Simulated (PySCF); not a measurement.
Input and output of a TDDFT job on `CC#CB([AsH2])C#N`.

Method: TDDFT wB97X-D/def2-SVPD, vertical, gas phase, core orbitals frozen in the response in PySCF.

Input of the driver that calls PySCF (job settings, then Cartesian coordinates in Å):

```
{"job": {"kind": "uv", "xc": "wB97X-D", "basis": "def2-SVPD", "nstates": 8, "ntriplets": 3}, "charge": 0, "multiplicity": 1}
C     -2.6224     0.3689     0.9023
C     -1.2366     0.2285     0.5351
C     -0.0692     0.1075     0.2322
B      1.3592    -0.0420    -0.1578
As     2.3588     1.3613    -1.2095
C      2.1344    -1.2530     0.3220
N      2.7661    -2.1569     0.6502
H     -3.1185     1.0993     0.2627
H     -2.6883     0.7031     1.9382
H     -3.1302    -0.5919     0.8152
H      3.0082     0.3644    -2.1254
H      1.2395     1.5748    -2.1912
```

The driver printed:

```
coarse grid: 50712 points
cycle   1  E = -2470.3205020121  dE =  1.767e-01  |g| = 4.741e-01  |ddm| = 9.811e+00
cycle   2  E = -2470.2943668356  dE =  2.614e-02  |g| = 6.425e-01  |ddm| = 1.892e+00
cycle   3  E = -2470.3815527166  dE = -8.719e-02  |g| = 9.090e-02  |ddm| = 9.256e-01
cycle   4  E = -2470.3830360281  dE = -1.483e-03  |g| = 5.024e-02  |ddm| = 4.093e-01
cycle   5  E = -2470.3835523976  dE = -5.164e-04  |g| = 1.875e-02  |ddm| = 9.961e-02
cycle   6  E = -2470.3836451508  dE = -9.275e-05  |g| = 3.233e-03  |ddm| = 4.881e-02
cycle   7  E = -2470.3836498958  dE = -4.745e-06  |g| = 1.061e-03  |ddm| = 1.528e-02
final grid: 106968 points
cycle   8  E = -2470.3839142129  dE = -1.513e-06  |g| = 7.747e-04  |ddm| = 2.609e-02
cycle   9  E = -2470.3839143067  dE = -9.373e-08  |g| = 7.661e-04  |ddm| = 3.269e-03
cycle  10  E = -2470.3839144277  dE = -1.211e-07  |g| = 1.861e-04  |ddm| = 1.822e-03
cycle  11  E = -2470.3839144410  dE = -1.329e-08  |g| = 1.039e-04  |ddm| = 4.350e-04
cycle  12  E = -2470.3839144466  dE = -5.540e-09  |g| = 4.277e-05  |ddm| = 4.211e-04
cycle  13  E = -2470.3839144475  dE = -9.331e-10  |g| = 2.206e-05  |ddm| = 1.314e-04
converged SCF energy = -2470.3839144475

Static polarisability (au): isotropic 103.483, principal 68.616 101.945 139.888

Singlet excitations
state   eV       nm        f      main configurations
  1   3.4863    355.6   0.01511   H->L 0.80, H-1->L 0.16
  2   4.4236    280.3   0.07306   H-1->L 0.63, H->L 0.14, H-3->L 0.09
  3   4.9675    249.6   0.13830   H-2->L 0.57, H-3->L 0.18, H-1->L 0.14
  4   5.4329    228.2   0.07150   H-3->L 0.65, H-2->L 0.23
  5   6.2877    197.2   0.01454   H-5->L 0.47, H-7->L 0.19, H-6->L 0.13
  6   6.4795    191.3   0.00637   H-4->L 0.75
  7   6.6595    186.2   0.01283   H->L+3 0.72, H->L+1 0.09
  8   6.7401    184.0   0.06432   H-6->L 0.21, H->L+1 0.19, H-5->L 0.16

Triplet excitations (Tamm-Dancoff, eV): 3.0828 3.7170 4.0721
```

The SCF starts on a coarse grid; the energy jumps when the final grid takes over, and dE counts afresh there. The run used 198 basis functions and 13 SCF iterations for the ground state.

Question: What frontier levels and dipole did the ground state of this run have?

Answer: HOMO -9.36 eV, LUMO -1.31 eV, dipole 4.96 D.

Geometry: GFN2-xTB, one conformer, isolated molecule. The wB97X-D/def2-SVPD calculation is non-relativistic and has no spin–orbit coupling, an omission that weighs most on arsenic.

Note: wB97X-D ran without an empirical dispersion term, which enters the total energy and its gradient alone.
